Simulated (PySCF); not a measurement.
# Trend along the alkali metals: MBe molecules

PBE with triple-zeta basis sets in PySCF, for the lowest determinant that a PBE0 search found; no spin–orbit coupling. De refers to high-spin ground-configuration atoms. A positive dipole means M(−)Be(+).

```csv
M,basis,state (unpaired electrons),Re (Å),ωe (cm⁻¹),De (eV),μ (D)
Li,cc-pVTZ,doublet (σ ↑),2.580,344,0.58,-2.39
Na,def2-TZVP,doublet (σ ↑),2.886,225,0.43,-2.51
K,pcseg-2,doublet (σ ↑),3.369,170,0.36,-3.46
Rb,def2-TZVP,doublet (σ ↑),3.560,151,0.33,-3.48
Cs,def2-TZVP,doublet (σ ↑),3.725,142,0.34,-3.81
```

(1) By what factor does the harmonic wavenumber vary along the series?

The rows differ in basis set, which adds steps of its own.

Down a group the atoms grow and get heavier, so bonds lengthen and wavenumbers fall; this series shows no clear exception.

Weak bonds: CsBe, KBe, NaBe, RbBe. Basis-set superposition, not corrected here, can be much of De in a small basis, most of all at correlated wavefunction levels. Functionals without a dispersion term scatter widely for such bonds, and LDA overbinds them. Spin–orbit coupling is left out. States were picked by a PBE0 search and need not be the measured ground states.

Answers

(1) At PBE it runs from 142 cm⁻¹ (CsBe) to 344 cm⁻¹ (LiBe), a factor of 2.42.
